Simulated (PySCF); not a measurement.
thiooxirane (C2H4S), singlet, geometry from GFN2-xTB; WB97X/def2-SVP (PySCF).

The PySCF input:
```python
from pyscf import gto, scf, dft

mol = gto.Mole()
mol.atom = '''
    C     0.01173100   -0.72708757   -0.79850692
    S     0.00262325   -0.01384904    0.85337863
    C    -0.01656607    0.75261357   -0.77440663
    H    -0.88881533   -1.25980956   -1.07214441
    H     0.93050588   -1.22493589   -1.07717098
    H     0.88233454    1.29402388   -1.03614401
    H    -0.93698668    1.25915021   -1.03111744
'''
mol.basis = 'def2-svp'
mol.verbose = 4
mol.build()

mf = dft.RKS(mol)
mf.xc = 'wb97x'
mf.kernel()
mf.analyze()
```

**Question.** What does PySCF print? Leave out banner, timings and long lists.

**Answer.** 
```
PySCF version 2.14.0

[INPUT] verbose = 4
[INPUT] num. atoms = 7
[INPUT] num. electrons = 32
[INPUT] charge = 0
[INPUT] spin (= nelec alpha-beta = 2S) = 0
[INPUT] symmetry False subgroup None
[INPUT] Mole.unit = angstrom
[INPUT] Symbol           X                Y                Z      unit          X                Y                Z       unit  Magmom
[INPUT]  1 C      0.011731000000  -0.727087570000  -0.798506920000 AA    0.022168377167  -1.373996375876  -1.508959387370 Bohr   0.0
[INPUT]  2 S      0.002623250000  -0.013849040000   0.853378630000 AA    0.004957224056  -0.026170892688   1.612651891257 Bohr   0.0
[INPUT]  3 C     -0.016566070000   0.752613570000  -0.774406630000 AA   -0.031305335260   1.422233524931  -1.463416439747 Bohr   0.0
[INPUT]  4 H     -0.888815330000  -1.259809560000  -1.072144410000 AA   -1.679617549015  -2.380695037509  -2.026059300883 Bohr   0.0
[INPUT]  5 H      0.930505880000  -1.224935890000  -1.077170980000 AA    1.758401270497  -2.314793352250  -2.035558141529 Bohr   0.0
[INPUT]  6 H      0.882334540000   1.294023880000  -1.036144010000 AA    1.667370630844   2.445350731847  -1.958028404509 Bohr   0.0
[INPUT]  7 H     -0.936986680000   1.259150210000  -1.031117440000 AA   -1.770648207565   2.379449046589  -1.948529563863 Bohr   0.0

nuclear repulsion = 101.924359571954
number of shells = 32
number of NR pGTOs = 112
number of NR cGTOs = 66
basis = def2-svp
ecp = {}

******** <class 'pyscf.dft.rks.RKS'> ********
method = RKS
initial guess = minao
damping factor = 0
level_shift factor = 0
DIIS = <class 'pyscf.scf.diis.CDIIS'>
diis_start_cycle = 1
diis_space = 8
diis_damp = 0
SCF conv_tol = 1e-09
SCF conv_tol_grad = None
SCF max_cycles = 50
direct_scf = True
direct_scf_tol = 1e-13
XC library pyscf.dft.libxc version 7.1.2
    S. Lehtola, C. Steigemann, M. J. T. Oliveira, and M. A. L. Marques,  SoftwareX 7, 1–5 (2018)
XC functionals = wb97x
    J.-D. Chai and M. Head-Gordon,  J. Chem. Phys. 128, 084106 (2008)
radial grids:
    Treutler-Ahlrichs [JCP 102, 346 (1995); DOI:10.1063/1.469408] (M4) radial grids

becke partition: Becke, JCP 88, 2547 (1988); DOI:10.1063/1.454033
pruning grids: <function nwchem_prune>
grids dens level: 3
symmetrized grids: False
atomic radii adjust function: <function treutler_atomic_radii_adjust>
small_rho_cutoff = 0
Set gradient conv threshold to 3.16228e-05
Initial guess from minao.
tot grids = 86352
init E= -476.98016597774
  HOMO = -0.286704449889909  LUMO = 0.00319796296755692  gap/eV = 7.88865
cycle= 1 E= -476.546704195424  delta_E= 0.433  |g|= 0.281  |ddm|= 2.66
  HOMO = -0.291620822485063  LUMO = 0.106741892308675  gap/eV = 10.84000
cycle= 2 E= -476.559232940142  delta_E= -0.0125  |g|= 0.252  |ddm|= 0.711
  HOMO = -0.318426837295631  LUMO = 0.112541011764347  gap/eV = 11.72723
cycle= 3 E= -476.576080855447  delta_E= -0.0168  |g|= 0.0218  |ddm|= 0.266
  HOMO = -0.324742070500198  LUMO = 0.108822925265775  gap/eV = 11.79790
cycle= 4 E= -476.576286153847  delta_E= -0.000205  |g|= 0.00703  |ddm|= 0.0476
  HOMO = -0.323038858896479  LUMO = 0.110896222651373  gap/eV = 11.80798
cycle= 5 E= -476.576308672977  delta_E= -2.25e-05  |g|= 0.00188  |ddm|= 0.0189
  HOMO = -0.323616577942256  LUMO = 0.110541709590893  gap/eV = 11.81405
cycle= 6 E= -476.576310870094  delta_E= -2.2e-06  |g|= 0.000656  |ddm|= 0.00632
  HOMO = -0.323555376421816  LUMO = 0.11059292466947  gap/eV = 11.81378
cycle= 7 E= -476.576311176825  delta_E= -3.07e-07  |g|= 0.000141  |ddm|= 0.0023
  HOMO = -0.323589151842818  LUMO = 0.110586932941696  gap/eV = 11.81453
cycle= 8 E= -476.576311193535  delta_E= -1.67e-08  |g|= 2.05e-05  |ddm|= 0.000573
  HOMO = -0.323587352114464  LUMO = 0.110588740442292  gap/eV = 11.81453
cycle= 9 E= -476.576311193941  delta_E= -4.06e-10  |g|= 3.65e-06  |ddm|= 7.83e-05
  HOMO = -0.323587196442882  LUMO = 0.110588596860387  gap/eV = 11.81453
Extra cycle  E= -476.576311193952  delta_E= -1.11e-11  |g|= 1.33e-06  |ddm|= 1.25e-05
converged SCF energy = -476.576311193952
**** SCF Summaries ****
Total Energy =                        -476.576311193951653
Nuclear Repulsion Energy =             101.924359571954426
One-electron Energy =                 -856.764580962097625
Two-electron Energy =                  278.263910196191603
Two-electron Coulomb Energy =          316.272245828571954
DFT Exchange-Correlation Energy =      -38.008335632380366
HOMO-LUMO gap [eV] =                    11.814525112114985
**** MO energy ****
MO #1   energy= -88.8077623392611  occ= 2
MO #2   energy= -10.3105755297386  occ= 2
MO #3   energy= -10.3104348484263  occ= 2
MO #4   energy= -8.0168957474665   occ= 2
MO #5   energy= -5.98509360859683  occ= 2
MO #6   energy= -5.98199999643413  occ= 2
MO #7   energy= -5.97268853197637  occ= 2
MO #8   energy= -1.00085638623807  occ= 2
MO #9   energy= -0.741165879596164 occ= 2
MO #10  energy= -0.734688853978031 occ= 2
MO #11  energy= -0.610361136905552 occ= 2
MO #12  energy= -0.563380875814702 occ= 2
MO #13  energy= -0.492302158352402 occ= 2
MO #14  energy= -0.425215741792109 occ= 2
MO #15  energy= -0.417450221475804 occ= 2
MO #16  energy= -0.323587196442882 occ= 2
MO #17  energy= 0.110588596860387  occ= 0
MO #18  energy= 0.154614521472931  occ= 0
MO #19  energy= 0.181118790421714  occ= 0
MO #20  energy= 0.194383788305581  occ= 0
MO #21  energy= 0.202320802983843  occ= 0
MO #22  energy= 0.267122265857096  occ= 0
MO #23  energy= 0.323656322520679  occ= 0
MO #24  energy= 0.469377340928085  occ= 0
 ** Mulliken pop on meta-lowdin orthogonal AOs  **
 ** Mulliken pop  **
 ** Mulliken atomic charges  **
charge of    0C =     -0.20652
charge of    1S =     -0.05713
charge of    2C =     -0.20651
charge of    3H =      0.11754
charge of    4H =      0.11754
charge of    5H =      0.11755
charge of    6H =      0.11754
Dipole moment(X, Y, Z, Debye): -0.00577,  0.03057, -1.87958
```
